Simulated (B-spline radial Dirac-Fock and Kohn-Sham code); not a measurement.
# What relativity does to the binding energies of W⁶⁸⁺

System: W⁶⁸⁺ in the configuration [He] 2s2 2p2.

Both columns are ΔSCF binding energies of the configuration average from a radial B-spline solver: non-relativistic Hartree-Fock with a point nucleus, and Dirac-Fock with a finite nucleus and the Coulomb interaction alone, averaged over the two j levels with weights 2j+1.

```tsv
shell	Hartree-Fock (eV)	Dirac-Fock (eV)	shift (eV)	shift (%)
1s	71548.7	77555.4	+6006.74	+8.40
2s	16959.5	18752.8	+1793.30	+10.57
2p	16775.1	17510.5	+735.37	+4.38
```

Relativity binds 1s, 2s, 2p more strongly, among those listed most of all 2s in relative terms.

Values without a named source are computed, but for edge energies of neutral atoms, which are taken from tables.
